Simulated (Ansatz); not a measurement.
Born–Oppenheimer molecular dynamics of a periodic cell of 17 atoms, Si16N (host Si, host structure diamond, interstitial N). It starts from a partly relaxed structure (largest force component 0.07 eV/Å).

The calculation used DFT PBE, scalar-relativistic, plane waves, PAW in Ansatz. Settings: accuracy low, PAW set soft_1, cutoff 420 eV, k mesh 2x2x2, fermi-dirac smearing 0.05 eV, spin collinear.

| Item | Value |
| --- | --- |
| ensemble | NVE (velocity Verlet) |
| time step | 1 fs |
| steps asked | 160 |
| starting velocities drawn for | 3000 K |
| seed | 990024 |

Frames 1 fs apart, positions in Å, forces in eV/Å.

Velocities at 80.0 fs (Å/ps):

```
Si -2.25 3.30 4.81
Si 2.58 -2.02 1.55
Si 1.72 -4.16 2.88
Si 4.66 -2.60 6.48
Si -4.22 8.05 0.64
Si -9.51 0.99 0.45
Si -10.40 9.31 0.03
Si -4.86 12.80 0.47
Si 7.83 2.38 -5.33
Si 8.95 -0.80 -2.37
Si 1.24 -0.09 -1.43
Si -10.04 -11.43 3.45
Si -4.92 -3.59 1.78
Si 9.03 2.54 -4.22
Si 4.91 6.85 3.21
Si 4.04 -17.75 -4.27
N 2.50 -7.58 -16.26
```

```xyz
17
Lattice="0.0000 5.4300 5.4300 5.4300 0.0000 5.4300 5.4300 5.4300 0.0000" Properties=species:S:1:pos:R:3:forces:R:3 time_fs=80.0 energy_less_start_eV=3.478 T=1321
Si 0.194 -0.284 -0.246 -0.23 0.71 0.76
Si 1.112 1.426 1.156 0.96 0.23 0.47
Si 2.815 2.902 0.229 -0.76 -0.08 -0.48
Si 4.194 4.385 1.374 -0.52 -1.00 1.53
Si 2.635 0.483 2.841 -0.38 -0.64 0.15
Si 4.048 1.370 4.562 0.81 -0.09 -1.53
Si 5.796 2.353 3.172 -1.66 -1.19 -1.54
Si 6.943 4.075 3.952 0.68 1.14 1.36
Si -0.295 2.595 2.678 1.58 -1.95 1.40
Si 1.498 3.469 4.196 -0.18 0.92 -0.94
Si 2.533 5.438 3.047 -0.73 -0.14 -1.32
Si 3.962 6.771 4.349 -0.15 -0.04 -0.43
Si 3.040 2.918 5.866 -0.39 -0.03 0.27
Si 4.188 4.374 7.338 -0.78 1.77 -1.47
Si 5.327 5.157 5.410 0.01 -0.37 -1.10
Si 6.499 7.037 6.049 0.66 0.53 0.32
N 6.476 6.363 7.659 1.07 0.23 2.56
17
Lattice="0.0000 5.4300 5.4300 5.4300 0.0000 5.4300 5.4300 5.4300 0.0000" Properties=species:S:1:pos:R:3:forces:R:3 time_fs=81.0 energy_less_start_eV=3.505 T=1308
Si 0.191 -0.280 -0.242 -0.21 0.65 0.69
Si 1.115 1.424 1.158 0.94 0.26 0.43
Si 2.816 2.897 0.232 -0.78 -0.01 -0.50
Si 4.198 4.382 1.381 -0.53 -1.05 1.52
Si 2.631 0.491 2.842 -0.31 -0.72 0.10
Si 4.038 1.371 4.562 0.90 -0.13 -1.52
Si 5.786 2.362 3.171 -1.54 -1.25 -1.63
Si 6.938 4.088 3.953 0.71 0.97 1.35
Si -0.287 2.597 2.673 1.50 -2.01 1.52
Si 1.507 3.468 4.193 -0.27 0.99 -0.93
Si 2.534 5.438 3.045 -0.78 -0.20 -1.37
Si 3.952 6.760 4.353 -0.03 0.12 -0.53
Si 3.035 2.914 5.867 -0.37 0.03 0.33
Si 4.197 4.377 7.333 -0.89 1.77 -1.41
Si 5.332 5.164 5.413 -0.11 -0.52 -1.18
Si 6.503 7.020 6.045 0.79 0.78 0.17
N 6.479 6.355 7.643 0.97 0.31 2.94
17
Lattice="0.0000 5.4300 5.4300 5.4300 0.0000 5.4300 5.4300 5.4300 0.0000" Properties=species:S:1:pos:R:3:forces:R:3 time_fs=82.0 energy_less_start_eV=3.536 T=1293
Si 0.189 -0.277 -0.236 -0.19 0.59 0.61
Si 1.118 1.422 1.159 0.92 0.29 0.39
Si 2.817 2.893 0.234 -0.79 0.07 -0.51
Si 4.203 4.379 1.388 -0.54 -1.10 1.51
Si 2.626 0.498 2.842 -0.24 -0.80 0.06
Si 4.029 1.372 4.562 0.98 -0.16 -1.50
Si 5.775 2.370 3.171 -1.43 -1.25 -1.68
Si 6.934 4.101 3.954 0.73 0.79 1.33
Si -0.278 2.598 2.669 1.40 -2.04 1.64
Si 1.516 3.468 4.190 -0.35 1.06 -0.92
Si 2.534 5.438 3.043 -0.83 -0.27 -1.40
Si 3.942 6.748 4.356 0.09 0.27 -0.61
Si 3.030 2.910 5.870 -0.34 0.09 0.38
Si 4.205 4.380 7.328 -0.98 1.75 -1.35
Si 5.337 5.170 5.415 -0.24 -0.68 -1.26
Si 6.508 7.002 6.041 0.92 1.04 0.03
N 6.482 6.348 7.630 0.90 0.35 3.28
17
Lattice="0.0000 5.4300 5.4300 5.4300 0.0000 5.4300 5.4300 5.4300 0.0000" Properties=species:S:1:pos:R:3:forces:R:3 time_fs=83.0 energy_less_start_eV=3.566 T=1279
Si 0.186 -0.273 -0.231 -0.17 0.53 0.54
Si 1.121 1.421 1.161 0.89 0.32 0.35
Si 2.819 2.889 0.237 -0.79 0.14 -0.53
Si 4.207 4.375 1.396 -0.55 -1.14 1.49
Si 2.622 0.506 2.843 -0.18 -0.87 0.01
Si 4.021 1.373 4.561 1.06 -0.19 -1.48
Si 5.763 2.379 3.169 -1.32 -1.22 -1.71
Si 6.930 4.115 3.956 0.74 0.59 1.30
Si -0.269 2.599 2.665 1.30 -2.03 1.73
Si 1.525 3.468 4.187 -0.43 1.12 -0.91
Si 2.535 5.437 3.040 -0.88 -0.33 -1.43
Si 3.932 6.737 4.359 0.20 0.41 -0.67
Si 3.025 2.907 5.872 -0.32 0.15 0.43
Si 4.213 4.385 7.323 -1.05 1.69 -1.27
Si 5.342 5.176 5.418 -0.38 -0.84 -1.34
Si 6.512 6.985 6.037 1.06 1.30 -0.07
N 6.487 6.341 7.619 0.83 0.38 3.55
17
Lattice="0.0000 5.4300 5.4300 5.4300 0.0000 5.4300 5.4300 5.4300 0.0000" Properties=species:S:1:pos:R:3:forces:R:3 time_fs=84.0 energy_less_start_eV=3.592 T=1266
Si 0.184 -0.269 -0.226 -0.16 0.46 0.48
Si 1.125 1.419 1.163 0.86 0.34 0.31
Si 2.819 2.885 0.239 -0.79 0.21 -0.54
Si 4.211 4.372 1.404 -0.56 -1.18 1.46
Si 2.617 0.513 2.844 -0.11 -0.94 -0.03
Si 4.012 1.374 4.560 1.12 -0.22 -1.45
Si 5.751 2.386 3.167 -1.21 -1.16 -1.72
Si 6.926 4.128 3.958 0.74 0.39 1.26
Si -0.260 2.599 2.661 1.19 -2.00 1.80
Si 1.533 3.468 4.184 -0.51 1.19 -0.90
Si 2.535 5.437 3.037 -0.91 -0.39 -1.45
Si 3.922 6.726 4.362 0.30 0.55 -0.73
Si 3.020 2.903 5.874 -0.29 0.21 0.47
Si 4.221 4.389 7.317 -1.10 1.61 -1.17
Si 5.346 5.183 5.419 -0.53 -1.00 -1.41
Si 6.517 6.969 6.032 1.20 1.54 -0.14
N 6.491 6.334 7.610 0.76 0.39 3.76
17
Lattice="0.0000 5.4300 5.4300 5.4300 0.0000 5.4300 5.4300 5.4300 0.0000" Properties=species:S:1:pos:R:3:forces:R:3 time_fs=85.0 energy_less_start_eV=3.611 T=1257
Si 0.181 -0.264 -0.220 -0.15 0.40 0.42
Si 1.129 1.417 1.166 0.84 0.36 0.26
Si 2.820 2.881 0.241 -0.78 0.28 -0.55
Si 4.215 4.367 1.413 -0.56 -1.22 1.42
Si 2.613 0.520 2.845 -0.05 -0.99 -0.07
Si 4.004 1.375 4.558 1.17 -0.24 -1.41
Si 5.738 2.394 3.165 -1.09 -1.07 -1.72
Si 6.922 4.142 3.960 0.74 0.18 1.22
Si -0.250 2.598 2.659 1.07 -1.93 1.86
Si 1.542 3.469 4.180 -0.58 1.24 -0.89
Si 2.535 5.436 3.034 -0.94 -0.45 -1.46
Si 3.912 6.715 4.364 0.40 0.67 -0.77
Si 3.014 2.900 5.876 -0.26 0.26 0.50
Si 4.229 4.394 7.311 -1.14 1.50 -1.07
Si 5.351 5.188 5.420 -0.69 -1.16 -1.48
Si 6.523 6.952 6.028 1.33 1.76 -0.16
N 6.497 6.327 7.604 0.70 0.41 3.88
17
Lattice="0.0000 5.4300 5.4300 5.4300 0.0000 5.4300 5.4300 5.4300 0.0000" Properties=species:S:1:pos:R:3:forces:R:3 time_fs=86.0 energy_less_start_eV=3.620 T=1253
Si 0.179 -0.260 -0.214 -0.15 0.34 0.37
Si 1.133 1.416 1.168 0.81 0.37 0.21
Si 2.820 2.877 0.243 -0.76 0.35 -0.57
Si 4.218 4.362 1.423 -0.56 -1.26 1.37
Si 2.608 0.526 2.845 0.01 -1.05 -0.11
Si 3.997 1.375 4.556 1.21 -0.26 -1.36
Si 5.725 2.401 3.162 -0.97 -0.97 -1.70
Si 6.918 4.156 3.963 0.73 -0.03 1.17
Si -0.239 2.597 2.656 0.94 -1.83 1.91
Si 1.550 3.470 4.176 -0.64 1.29 -0.87
Si 2.535 5.436 3.030 -0.96 -0.50 -1.45
Si 3.903 6.704 4.367 0.49 0.78 -0.80
Si 3.009 2.897 5.879 -0.24 0.30 0.52
Si 4.236 4.400 7.304 -1.17 1.37 -0.95
Si 5.355 5.194 5.421 -0.85 -1.30 -1.55
Si 6.529 6.937 6.024 1.46 1.96 -0.12
N 6.502 6.321 7.601 0.63 0.43 3.93
17
Lattice="0.0000 5.4300 5.4300 5.4300 0.0000 5.4300 5.4300 5.4300 0.0000" Properties=species:S:1:pos:R:3:forces:R:3 time_fs=87.0 energy_less_start_eV=3.619 T=1254
Si 0.176 -0.256 -0.208 -0.15 0.28 0.33
Si 1.138 1.415 1.170 0.78 0.38 0.16
Si 2.820 2.873 0.245 -0.74 0.41 -0.58
Si 4.222 4.357 1.432 -0.55 -1.29 1.31
Si 2.603 0.532 2.846 0.07 -1.09 -0.14
Si 3.990 1.376 4.553 1.25 -0.27 -1.31
Si 5.712 2.408 3.158 -0.85 -0.86 -1.67
Si 6.915 4.170 3.967 0.72 -0.25 1.12
Si -0.229 2.595 2.655 0.81 -1.71 1.94
Si 1.558 3.472 4.171 -0.69 1.33 -0.85
Si 2.534 5.435 3.025 -0.96 -0.54 -1.43
Si 3.893 6.694 4.369 0.58 0.88 -0.83
Si 3.003 2.893 5.881 -0.21 0.35 0.53
Si 4.243 4.406 7.297 -1.18 1.22 -0.83
Si 5.359 5.199 5.421 -1.01 -1.43 -1.61
Si 6.535 6.922 6.019 1.58 2.12 -0.03
N 6.508 6.315 7.600 0.56 0.48 3.89
17
Lattice="0.0000 5.4300 5.4300 5.4300 0.0000 5.4300 5.4300 5.4300 0.0000" Properties=species:S:1:pos:R:3:forces:R:3 time_fs=88.0 energy_less_start_eV=3.607 T=1259
Si 0.174 -0.251 -0.202 -0.15 0.22 0.28
Si 1.143 1.413 1.173 0.75 0.39 0.11
Si 2.820 2.870 0.246 -0.72 0.48 -0.59
Si 4.225 4.352 1.442 -0.54 -1.33 1.25
Si 2.599 0.538 2.847 0.12 -1.14 -0.17
Si 3.983 1.376 4.550 1.27 -0.27 -1.26
Si 5.698 2.414 3.154 -0.72 -0.75 -1.63
Si 6.912 4.184 3.970 0.71 -0.46 1.06
Si -0.218 2.592 2.654 0.67 -1.57 1.96
Si 1.565 3.474 4.167 -0.74 1.36 -0.82
Si 2.533 5.434 3.020 -0.96 -0.58 -1.40
Si 3.884 6.684 4.370 0.66 0.97 -0.85
Si 2.998 2.890 5.884 -0.18 0.39 0.53
Si 4.249 4.413 7.290 -1.18 1.06 -0.69
Si 5.363 5.203 5.421 -1.17 -1.54 -1.67
Si 6.542 6.908 6.015 1.69 2.25 0.13
N 6.515 6.310 7.602 0.48 0.53 3.76
17
Lattice="0.0000 5.4300 5.4300 5.4300 0.0000 5.4300 5.4300 5.4300 0.0000" Properties=species:S:1:pos:R:3:forces:R:3 time_fs=89.0 energy_less_start_eV=3.586 T=1269
Si 0.171 -0.246 -0.196 -0.16 0.15 0.25
Si 1.148 1.412 1.175 0.72 0.39 0.05
Si 2.819 2.866 0.248 -0.69 0.54 -0.60
Si 4.228 4.346 1.453 -0.52 -1.36 1.17
Si 2.594 0.543 2.847 0.18 -1.18 -0.21
Si 3.977 1.377 4.546 1.29 -0.27 -1.20
Si 5.684 2.420 3.149 -0.59 -0.63 -1.58
Si 6.909 4.198 3.974 0.71 -0.68 0.99
Si -0.207 2.589 2.654 0.52 -1.41 1.97
Si 1.573 3.477 4.162 -0.79 1.38 -0.79
Si 2.532 5.433 3.014 -0.94 -0.62 -1.35
Si 3.875 6.674 4.372 0.73 1.05 -0.86
Si 2.992 2.887 5.888 -0.15 0.43 0.52
Si 4.255 4.420 7.282 -1.17 0.89 -0.55
Si 5.366 5.207 5.420 -1.33 -1.62 -1.71
Si 6.550 6.895 6.011 1.79 2.34 0.33
N 6.522 6.304 7.606 0.40 0.61 3.55
17
Lattice="0.0000 5.4300 5.4300 5.4300 0.0000 5.4300 5.4300 5.4300 0.0000" Properties=species:S:1:pos:R:3:forces:R:3 time_fs=90.0 energy_less_start_eV=3.558 T=1283
Si 0.168 -0.242 -0.189 -0.16 0.09 0.22
Si 1.153 1.411 1.177 0.69 0.39 -0.01
Si 2.818 2.863 0.249 -0.66 0.61 -0.61
Si 4.231 4.339 1.464 -0.51 -1.38 1.09
Si 2.590 0.548 2.848 0.23 -1.22 -0.23
Si 3.971 1.377 4.542 1.30 -0.26 -1.13
Si 5.670 2.426 3.143 -0.46 -0.52 -1.52
Si 6.907 4.212 3.979 0.70 -0.89 0.93
Si -0.195 2.585 2.655 0.37 -1.24 1.98
Si 1.580 3.480 4.156 -0.82 1.39 -0.75
Si 2.530 5.431 3.008 -0.90 -0.65 -1.28
Si 3.866 6.664 4.373 0.80 1.11 -0.87
Si 2.986 2.884 5.891 -0.12 0.46 0.50
Si 4.260 4.427 7.275 -1.16 0.71 -0.40
Si 5.369 5.210 5.419 -1.47 -1.68 -1.75
Si 6.558 6.883 6.007 1.86 2.38 0.57
N 6.529 6.300 7.614 0.30 0.70 3.28
17
Lattice="0.0000 5.4300 5.4300 5.4300 0.0000 5.4300 5.4300 5.4300 0.0000" Properties=species:S:1:pos:R:3:forces:R:3 time_fs=91.0 energy_less_start_eV=3.524 T=1299
Si 0.165 -0.237 -0.183 -0.17 0.03 0.19
Si 1.159 1.411 1.180 0.66 0.38 -0.07
Si 2.818 2.860 0.250 -0.62 0.67 -0.62
Si 4.234 4.332 1.476 -0.49 -1.41 1.00
Si 2.586 0.553 2.848 0.29 -1.26 -0.25
Si 3.965 1.377 4.537 1.30 -0.25 -1.06
Si 5.656 2.432 3.138 -0.33 -0.41 -1.46
Si 6.905 4.225 3.983 0.70 -1.10 0.85
Si -0.184 2.581 2.656 0.23 -1.06 1.98
Si 1.587 3.484 4.151 -0.85 1.40 -0.70
Si 2.528 5.429 3.002 -0.84 -0.67 -1.20
Si 3.857 6.655 4.373 0.86 1.17 -0.87
Si 2.980 2.882 5.894 -0.08 0.50 0.46
Si 4.266 4.434 7.267 -1.14 0.52 -0.25
Si 5.371 5.213 5.416 -1.61 -1.71 -1.76
Si 6.567 6.871 6.003 1.91 2.39 0.84
N 6.536 6.295 7.623 0.18 0.81 2.94
```

Of the whole run (160 fs, mean temperature of the second half 1451 K): The conserved energy stayed within 0.49 meV per atom of its start (net change 0.32 meV per atom), so the integration is sound. The temperature averaged 0.48 of the 3000 K drawn at the start: a run that starts near a minimum puts about half its kinetic energy into the potential. A run of 0.16 ps of so small a system gives no equilibrium averages. Limits of this set-up: coarse k mesh, low accuracy level.

Time of the run: 18 min on 1 thread of Arm Neoverse V1, with other jobs on the host, peak memory 0.62 GiB.
